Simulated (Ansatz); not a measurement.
Diatomic TeS, multiplicity 3 (lowest of 2S+1 = 1, 3, 5 at CCSD(T)/def2-TZVPP on PBE0 minima; our sources give no spin for the ground state, which may be another). No spin–orbit coupling.

Seven points along R, fitted to fifth degree in 1/R; most abundant isotopes. Runs in def2 and cc sets follow the lowest solution found near the PBE0 minimum.

Codes used: Ansatz (Gaussian orbitals). Values without a source in brackets are computed. In def2 rows elements past Kr take small-core potentials, without spin–orbit coupling.

Energies at r2SCAN/def2-TZVPP:

```tsv
R (Å)	E (hartree)
2.063415	-666.29864022
2.118883	-666.30721437
2.169914	-666.31154471
2.227601	-666.31316915
2.285288	-666.31206319
2.351849	-666.30820046
2.429505	-666.30114661
```

Task: With a reduced mass of 25.6574 u, find the minimum, the force constant and the constants.

Result: A fifth-degree polynomial in 1/R puts the minimum at r_e = 2.2307 Å with force constant 352 N/m. Then ω_e = (1/2πc)√(k/μ) = 482 cm⁻¹ and B_e = h/(8π²cμr_e²) = 0.1320 cm⁻¹; the cubic and quartic terms give α_e = 0.00050 and ω_e x_e = 1.3 cm⁻¹.

Ansatz is a program for electronic structure.
